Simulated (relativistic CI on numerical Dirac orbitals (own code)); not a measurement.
**Energy levels of Yb IV**

These numbers are calculated, not measured: Dirac-Coulomb-Breit CI, KLI orbitals optimised for each configuration, QED by a radiative potential, valence Slater integrals scaled by 0.75 (own radial code, finite nucleus).

CI space (outside the closed core [Xe]): 4f13.

The lowest level is 4f13 2F°_7/2, with 100 % of that term; Hund's rules for 4f13 give 2F° with J = 7/2, in agreement.

```
No.  Configuration  Term    J  E (cm⁻¹)    %  Landé g   jj configuration (%)
  1           4f13   2F°  7/2       0.0  100    1.142          4f7/2^7 (100)
  2           4f13   2F°  5/2   10020.0  100    0.855  4f5/2^5 4f7/2^8 (100)
```

Energies count from the lowest computed level; ° marks odd parity. Filled j subshells are mostly left out of the jj labels.

The mean weight of the leading LS term, summed over parents, in these 2 levels is 100 %, and that of the leading jj configuration (from the same eigenvectors) 100 %.

One configuration and one scale for all Slater integrals: terms of lower spin can come out thousands of cm⁻¹ low, and their order can be wrong. 1 of the 1 excited levels that our extract of the measured tables holds in this range could be paired (the sources list more); they are missed by 194 cm⁻¹ on average and 194 at most, and levels without a partner can miss by more.
